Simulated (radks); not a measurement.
Pr I, 59 electrons, occupied as [Xe] 4f1.5 5d1.5 6s2 (fractional occupations, a model configuration).

Calculated with a radial shooting solver on a logarithmic mesh with Libxc functionals: scalar-relativistic Kohn-Sham, PBE, spin-polarised, spherical densities, finite nucleus; open shells are filled with parallel spins first (spin-orbit coupling, left out, can overturn this in heavy ions); Fermi nuclear charge, rms radius 4.8919 fm.

Energy parts (eV):
total: -251345.31
kinetic: 266927.20
electron-nucleus: -609243.20
Hartree: 96828.67
exchange-correlation: -5857.98

Orbitals (lengths in bohr, moments of r in powers of bohr; <r^-3> diverges for s and p1/2):
[
 {"orbital": "1s up", "occ.": "1", "eigenvalue (eV)": "-41821.47", "<r^-3>": "-"},
 {"orbital": "1s down", "occ.": "1", "eigenvalue (eV)": "-41821.47", "<r^-3>": "-"},
 {"orbital": "2s up", "occ.": "1", "eigenvalue (eV)": "-6736.858", "<r^-3>": "-"},
 {"orbital": "2s down", "occ.": "1", "eigenvalue (eV)": "-6736.807", "<r^-3>": "-"},
 {"orbital": "2p up", "occ.": "3", "eigenvalue (eV)": "-6029.184", "<r^-3>": "8480"},
 {"orbital": "2p down", "occ.": "3", "eigenvalue (eV)": "-6029.147", "<r^-3>": "8481"},
 {"orbital": "3s up", "occ.": "1", "eigenvalue (eV)": "-1463.096", "<r^-3>": "-"},
 {"orbital": "3s down", "occ.": "1", "eigenvalue (eV)": "-1462.639", "<r^-3>": "-"},
 {"orbital": "3p up", "occ.": "3", "eigenvalue (eV)": "-1238.933", "<r^-3>": "1711"},
 {"orbital": "3p down", "occ.": "3", "eigenvalue (eV)": "-1238.476", "<r^-3>": "1712"},
 {"orbital": "3d up", "occ.": "5", "eigenvalue (eV)": "-924.0296", "<r^-3>": "234.0"},
 {"orbital": "3d down", "occ.": "5", "eigenvalue (eV)": "-923.6556", "<r^-3>": "234.2"},
 {"orbital": "4s up", "occ.": "1", "eigenvalue (eV)": "-299.8265", "<r^-3>": "-"},
 {"orbital": "4s down", "occ.": "1", "eigenvalue (eV)": "-298.5476", "<r^-3>": "-"},
 {"orbital": "4p up", "occ.": "3", "eigenvalue (eV)": "-226.3155", "<r^-3>": "373.2"},
 {"orbital": "4p down", "occ.": "3", "eigenvalue (eV)": "-225.0346", "<r^-3>": "373.2"},
 {"orbital": "4d up", "occ.": "5", "eigenvalue (eV)": "-121.0537", "<r^-3>": "42.29"},
 {"orbital": "4d down", "occ.": "5", "eigenvalue (eV)": "-119.7652", "<r^-3>": "42.28"},
 {"orbital": "4f up", "occ.": "1.5", "eigenvalue (eV)": "-9.6588", "<r^-3>": "5.110"},
 {"orbital": "4f down", "occ.": "0", "eigenvalue (eV)": "-8.3742", "<r^-3>": "5.102"},
 {"orbital": "5s up", "occ.": "1", "eigenvalue (eV)": "-44.2755", "<r^-3>": "-"},
 {"orbital": "5s down", "occ.": "1", "eigenvalue (eV)": "-43.0866", "<r^-3>": "-"},
 {"orbital": "5p up", "occ.": "3", "eigenvalue (eV)": "-25.7244", "<r^-3>": "55.64"},
 {"orbital": "5p down", "occ.": "3", "eigenvalue (eV)": "-24.5540", "<r^-3>": "55.50"},
 {"orbital": "5d up", "occ.": "1.5", "eigenvalue (eV)": "-3.8941", "<r^-3>": "2.903"},
 {"orbital": "5d down", "occ.": "0", "eigenvalue (eV)": "-2.9517", "<r^-3>": "2.691"},
 {"orbital": "6s up", "occ.": "1", "eigenvalue (eV)": "-4.1545", "<r^-3>": "-"},
 {"orbital": "6s down", "occ.": "1", "eigenvalue (eV)": "-3.6333", "<r^-3>": "-"}
]

The highest occupied level is 6s down at -3.633 eV. The configuration is held as typed, so some empty levels lie below it. Spin moment in Bohr magnetons: 3. The spin density at the nucleus is 0.362 e/bohr^3 (1s 0.009, 2s -0.257, 3s -2.317, 4s 0.065, 5s 0.373, 6s 2.490). The density falls to 0.001 e/bohr^3 at r = 5.37 bohr.
